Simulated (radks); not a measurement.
The tin anion Sn4-, [Xe], held by a Watson sphere: a shell of charge +4 at radius R that stands for the Madelung well of a crystal (potential energy -4/R inside, -4/r outside, in hartree with lengths in bohr). Method: scalar-relativistic Kohn-Sham, LDA (Slater exchange, VWN5 correlation), spin-polarised, spherical densities, finite nucleus; Fermi nuclear charge, rms radius of each element as measured or else 0.836 A^(1/3) + 0.57 fm; computed with a radial shooting solver on a logarithmic mesh with Libxc functionals. Response by self-consistent Sternheimer equations with the Hartree and adiabatic LDA kernel, the relativistic mass of each level held fixed and spin-orbit coupling left out. The sphere does not respond.

R (bohr)  e(4d) (eV)  e(5s) (eV)  e(5p) (eV)  <r> 5p (bohr)  sum of <r^2> (bohr^2)  X-ray form factor at sin(theta)/lambda = 0.1 1/angstrom  alpha (bohr^3)
3.02         -25.040     -12.608      -6.262          3.126                  105.0                                                   48.036           74.69
3.04         -24.989     -12.548      -6.229          3.136                  105.5                                                   48.018           75.74
3.42         -24.237     -11.511      -5.625          3.342                  115.7                                                   47.696           98.94
3.79         -23.781     -10.688      -5.088          3.546                  126.2                                                   47.407           128.3
5.7          -23.009      -8.521      -3.225          4.640                  192.5                                                   46.412           439.2
